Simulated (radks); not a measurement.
Values are calculated unless marked as measured or tabulated.
Spherical quantum dot in the effective-mass picture: electrons in a parabolic well V = omega^2 r^2 / 2 with omega = 4.45, all in effective atomic units (hartree* = m*/eps^2 hartree, bohr* = eps/m* bohr), one dielectric constant everywhere. Level of theory: non-relativistic Kohn-Sham, PBE, spin-polarised, spherical densities (a radial shooting solver with Libxc functionals). Levels are named by radial order and angular momentum (1s, 1p, 1d, 2s, ...), and open shells are averaged over m.

N = 17, configuration 1s2 1p6 1d(up 5, down 4). This is the lowest configuration that the search found. Occupied and some empty levels:

level,occupation,eigenvalue (hartree*),<r> (bohr*)
1s up,1,24.908,0.6485
1s down,1,24.934,0.6470
1p up,3,27.956,0.8399
1p down,3,27.995,0.8393
1d up,5,31.183,0.9814
1d down,4,31.227,0.9814
2s up,0,31.484,0.8868
2s down,0,31.512,0.8876
1f up,0,34.584,1.097
1f down,0,34.627,1.097
2p up,0,35.083,1.009
2p down,0,35.110,1.010

Energy (hartree*): total 358.306, kinetic 82.702, external 147.24, Hartree 145.42, exchange-correlation -17.056.

Electron density:

r (bohr*),n(r) (e/bohr*^3)
0.131,1.940
0.272,2.294
0.413,2.780
0.554,3.156
0.696,3.152
0.837,2.675
0.978,1.886
1.12,1.086
1.26,0.5079
1.40,0.1928
1.54,0.05956
1.68,0.01496
1.82,0.003043
